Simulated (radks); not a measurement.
Species: the fluorine ion F6+. Configuration: [He] 2s1.

All-electron calculation, non-relativistic Kohn-Sham, LB94 model potential, spin-polarised, spherical densities, point nucleus; open shells are filled with parallel spins first. Program: a radial shooting solver on a logarithmic mesh with Libxc functionals.

Energy parts (Ry):
kinetic: 164.09246
electron-nucleus: -345.59529
Hartree: 29.16602
(The LB94 potential has no energy functional, so no total or exchange-correlation energy is given.)

Orbitals (lengths in bohr, moments of r in powers of bohr; r(max) is where P^2 peaks):
| orbital | occ. | eigenvalue (Ry) | <r^2> | r(max) |
|---|---|---|---|---|
| 1s up | 1 | -65.63323 | 0.04067 | 0.1146 |
| 1s down | 1 | -65.57823 | 0.04126 | 0.1148 |
| 2s up | 1 | -13.51109 | 0.7067 | 0.6645 |
| 2s down | 0 | -13.94948 | 0.6728 | 0.6486 |

The highest occupied level is 2s up at -183.83 eV. The configuration is held as typed, so some empty levels lie below it. The spin density at the nucleus is 21.91 e/bohr^3 (1s 1.78, 2s 20.13), a Fermi contact field of 1.15e+03 T. Spin moment in Bohr magnetons: 1. The electron density at the nucleus is 447.9 e/bohr^3.
